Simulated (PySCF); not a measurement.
Al(Cl)(F)(SiH3), SMILES [F][Al]([SiH3])[Cl] (H₃AlClFSi), singlet (PBE0/def2-SVP optimised geometry):

```
7

Al    -0.914     0.169     0.000
Cl    -2.051    -1.591    -0.011
F     -1.775     1.591     0.000
Si     1.515     0.169     0.000
H      2.051     1.555     0.159
H      2.014    -0.401    -1.290
H      2.022    -0.686     1.118
```

Calculation: PBE0/def2-TZVP (PySCF).

Problem. What are the frontier orbital energies and the dipole moment?

Solution. HOMO-2 -9.67 eV, HOMO-1 -9.58 eV, HOMO -8.53 eV, LUMO -1.71 eV, LUMO+1 -0.77 eV; dipole moment 1.80 D.

On the same geometry PySCF 2.14.0 with PBE/def2-TZVP gives HOMO-2 -8.25 eV, HOMO-1 -8.13 eV, HOMO -7.37 eV, LUMO -2.45 eV, LUMO+1 -1.59 eV; dipole moment 1.72 D.

Meta-Löwdin charges at PBE0/def2-TZVP: Al1 0.92, Cl2 -0.32, F3 -0.53, Si4 0.10, H5 -0.05, H6 -0.05, H7 -0.05.
